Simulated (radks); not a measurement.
Results of a calculation; reference values are marked as such.
Problem. All-electron atom: Xe IV in [Kr] 4d10 5s2 5p2 7s1 (not the ground configuration). Code: a radial shooting solver on a logarithmic mesh with Libxc functionals. Model: scalar-relativistic Kohn-Sham, PBE, spin-polarised, spherical densities, point nucleus; open shells are filled with parallel spins first (spin-orbit coupling, left out, can overturn this in heavy ions). Some entries of the table are withheld. Estimate them.

| orbital | occ. | eigenvalue (eV) | <r> (bohr) | <r^2> (bohr^2) |
|---|---|---|---|---|
| 1s up | 1 | -34416.40 | 0.02666 | 0.0009637 |
| 1s down | 1 | -34416.29 | 0.02666 | 0.0009637 |
| 2s up | 1 | -5392.044 | 0.1146 | 0.01549 |
| 2s down | 1 | -5391.992 | 0.1146 | 0.01549 |
| 2p up | 3 | -4842.495 | 0.1003 | 0.01228 |
| 2p down | 3 | -4842.404 | 0.1003 | 0.01228 |
| 3s up | 1 | -1136.478 | 0.3064 | 0.1073 |
| 3s down | 1 | -1136.382 | 0.3063 | 0.1072 |
| 3p up | 3 | -959.0048 | 0.3044 | 0.1074 |
| 3p down | 3 | -958.8962 | 0.3044 | 0.1074 |
| 3d up | 5 | -695.9035 | 0.2809 | 0.09325 |
| 3d down | 5 | -695.7999 | 0.2808 | 0.09324 |
| 4s up | 1 | -239.2923 | 0.7161 | 0.5790 |
| 4s down | 1 | -239.0592 | 0.7160 | 0.5786 |
| 4p up | 3 | -183.0450 | 0.7639 | 0.6642 |
| 4p down | 3 | -182.7943 | 0.7632 | 0.6627 |
| 4d up | 5 | -100.9912 | 0.8718 | 0.8852 |
| 4d down | 5 | -100.6028 | 0.8680 | 0.8761 |
| 5s up | 1 | -57.7246 | 1.715 | 3.283 |
| 5s down | 1 | -55.5928 | 1.709 | 3.267 |
| 5p up | 2 | -43.8898 | 1.943 | (1) |
| 5p down | 0 | -41.6566 | 1.949 | (2) |
| 7s up | 1 | -12.0957 | 6.305 | 43.96 |

Solution. 
(1) 5p up <r^2> (bohr^2): 4.227
(2) 5p down <r^2> (bohr^2): 4.262
